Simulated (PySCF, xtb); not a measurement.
Sb(Cl)(OH)2 (ClH2O2Sb), SMILES [OH][Sb]([OH])[Cl]. The values are those of a single conformer.

Harmonic wavenumbers (cm⁻¹) from GFN2-xTB run with xtb 6.7.1 at its own minimum, in rising order: 142, 165, 199, 218, 294, 324, 473, 501, 838, 867, 3588, 3666.

### Question
What does B3LYP-D3(BJ)/def2-SVP run with PySCF give at its own minimum? (An estimate is asked for; the answer gives what the named calculation found.)

### Answer
68, 159, 194, 270, 302, 345, 610, 620, 826, 861, 3786, 3791. Paired by order, the mean absolute difference is 64 cm⁻¹ and the zero-point energies are 16.1 and 16.9 kcal/mol.
